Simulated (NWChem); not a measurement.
C4H5Cl; SMILES C1CC=C1Cl

```xyz
10

Cl    -0.0181    -1.7994     0.0000
C     -0.0665    -0.0620     0.0000
C     -1.0646     0.8284     0.0000
C     -0.0967     2.0037     0.0000
C      1.0623     0.9403     0.0000
H     -2.1462     0.7562     0.0000
H     -0.1260     2.6390    -0.8927
H     -0.1260     2.6390     0.8927
H      1.6962     0.9405    -0.8932
H      1.6962     0.9405     0.8932
```
Atoms are numbered in this order, from 1.

All runs: NWChem. Pople sets run with spherical d functions. All runs use the structure optimised with B3LYP/6-31G* (spherical d). B3LYP is NWChem's, with the RPA form of VWN correlation. GIAO values for the isolated, static molecule; σ is the absolute isotropic shielding, δ = σ(reference) − σ with the isolated reference molecule computed at the same levels (13C: tetramethylsilane, 1H: tetramethylsilane).

```csv
level,σ Cl1 (ppm),δ C2 (ppm),δ C3 (ppm),δ C5 (ppm),δ H6 (ppm),δ H7 (ppm),δ H9 (ppm)
PBE/pcSseg-1,?,?,?,42.9,5.90,2.45,2.76
PBE0/pcSseg-1,684.3,145.0,140.6,40.8,6.00,2.40,2.71
"LDA (Slater exchange, VWN5)/pcSseg-1",634.2,148.6,142.7,43.0,5.91,2.46,2.79
B3LYP/6-311G**,698.3,145.0,139.1,41.4,5.92,2.37,2.65
```

Question: Complete the blanks.

Answer: 
- PBE/pcSseg-1, σ Cl1 (ppm): 647.3
- PBE/pcSseg-1, δ C2 (ppm): 143.3
- PBE/pcSseg-1, δ C3 (ppm): 137.6
